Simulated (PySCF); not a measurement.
Spinor energies of Sm⁴⁺ (samarium, charge +4)

Start: [Xe] 4f4; 4f5/2 filled at m_j = -1/2, +1/2, +3/2, +5/2. Calculated with PySCF 2.14 in x2c-TZVPall-2c (11s11p10d4f1g, 131 functions): generalised Hartree-Fock with the X2C-1e Hamiltonian and a Gaussian nucleus; one run each with spin-orbit coupling (SO) switched off, then screened by Boettger's factors.

```json
{"spinor shell": "1s1/2", "electrons": "2", "ε, spin-free (eV)": "-47118.5", "ε, screened SO (eV)": "-47110.5", "weight of nominal j (screened SO)": "1.000", "rms radius, screened SO (bohr)": "0.0259"}
{"spinor shell": "2s1/2", "electrons": "2", "ε, spin-free (eV)": "-7861.9", "ε, screened SO (eV)": "-7859.5", "weight of nominal j (screened SO)": "1.000", "rms radius, screened SO (bohr)": "0.105"}
{"spinor shell": "2p1/2", "electrons": "2", "ε, spin-free (eV)": "-7012.8", "ε, screened SO (eV)": "-7436.5", "weight of nominal j (screened SO)": "1.000", "rms radius, screened SO (bohr)": "0.0900"}
{"spinor shell": "2p3/2", "electrons": "4", "ε, spin-free (eV)": "-7012.8", "ε, screened SO (eV)": "-6829.5", "weight of nominal j (screened SO)": "1.000", "rms radius, screened SO (bohr)": "0.0962"}
{"spinor shell": "3s1/2", "electrons": "2", "ε, spin-free (eV)": "-1815.4", "ε, screened SO (eV)": "-1814.6", "weight of nominal j (screened SO)": "1.000", "rms radius, screened SO (bohr)": "0.271"}
{"spinor shell": "3p1/2", "electrons": "2", "ε, spin-free (eV)": "-1544.3", "ε, screened SO (eV)": "-1632.1", "weight of nominal j (screened SO)": "1.000", "rms radius, screened SO (bohr)": "0.263"}
{"spinor shell": "3p3/2", "electrons": "4", "ε, spin-free (eV)": "-1544.3", "ε, screened SO (eV)": "-1505.7", "weight of nominal j (screened SO)": "1.000", "rms radius, screened SO (bohr)": "0.276"}
{"spinor shell": "3d3/2", "electrons": "4", "ε, spin-free (eV)": "-1176.3", "ε, screened SO (eV)": "-1192.8", "weight of nominal j (screened SO)": "0.996", "rms radius, screened SO (bohr)": "0.248"}
{"spinor shell": "3d5/2", "electrons": "6", "ε, spin-free (eV)": "-1176.3", "ε, screened SO (eV)": "-1164.5", "weight of nominal j (screened SO)": "0.998", "rms radius, screened SO (bohr)": "0.251"}
{"spinor shell": "4s1/2", "electrons": "2", "ε, spin-free (eV)": "-425.85", "ε, screened SO (eV)": "-425.56", "weight of nominal j (screened SO)": "1.000", "rms radius, screened SO (bohr)": "0.613"}
{"spinor shell": "4p1/2", "electrons": "2", "ε, spin-free (eV)": "-333.54", "ε, screened SO (eV)": "-354.63", "weight of nominal j (screened SO)": "0.981", "rms radius, screened SO (bohr)": "0.631"}
{"spinor shell": "4p3/2", "electrons": "4", "ε, spin-free (eV)": "-333.54", "ε, screened SO (eV)": "-324.06", "weight of nominal j (screened SO)": "0.991", "rms radius, screened SO (bohr)": "0.658"}
{"spinor shell": "4d3/2", "electrons": "4", "ε, spin-free (eV)": "-200.31", "ε, screened SO (eV)": "-207.93", "weight of nominal j (screened SO)": "0.783", "rms radius, screened SO (bohr)": "0.711"}
{"spinor shell": "4d5/2", "electrons": "6", "ε, spin-free (eV)": "-200.31", "ε, screened SO (eV)": "-194.98", "weight of nominal j (screened SO)": "0.855", "rms radius, screened SO (bohr)": "0.718"}
{"spinor shell": "5s1/2", "electrons": "2", "ε, spin-free (eV)": "-98.286", "ε, screened SO (eV)": "-98.235", "weight of nominal j (screened SO)": "1.000", "rms radius, screened SO (bohr)": "1.44"}
{"spinor shell": "5p1/2", "electrons": "2", "ε, spin-free (eV)": "-71.332", "ε, screened SO (eV)": "-74.899", "weight of nominal j (screened SO)": "0.965", "rms radius, screened SO (bohr)": "1.57"}
{"spinor shell": "5p3/2", "electrons": "4", "ε, spin-free (eV)": "-71.332", "ε, screened SO (eV)": "-69.731", "weight of nominal j (screened SO)": "0.982", "rms radius, screened SO (bohr)": "1.65"}
{"spinor shell": "4f5/2", "electrons": "4", "ε, spin-free (eV)": "-66.343", "ε, screened SO (eV)": "-66.370", "weight of nominal j (screened SO)": "0.714", "rms radius, screened SO (bohr)": "0.906"}
```

| quantity | spin-free | screened SO |
| --- | --- | --- |
| E (hartree) | -10417.33385 | -10423.30485 |
| M_J | 4 | 4 |
| ⟨J²⟩ | 24.004 | 23.274 |
| ⟨L²⟩ | 42.002 | 41.783 |
| ⟨S²⟩ | 6.002 | 5.962 |

The determinant has a definite M_J but mixes levels of different J.

Each row is a mean over spinors that exchange with the open shell spreads, by up to 11.985 eV (4d3/2).

Rows whose weight is well below 1 are mixtures of j = l ± 1/2: exchange outweighs spin-orbit coupling there, and the label is only the starting occupation.

Breit and QED terms are absent; they matter most for the inner s and p1/2 levels.

Densities and radii are taken from the X2C orbitals without a picture-change correction, which distorts them close to the nucleus.

Without spin-orbit coupling the j labels of p, d and f shells carry no meaning; the spin-free column gives the mean over the occupied spinors of each nl shell, and its ⟨J²⟩ belongs to a mixture of degenerate components.
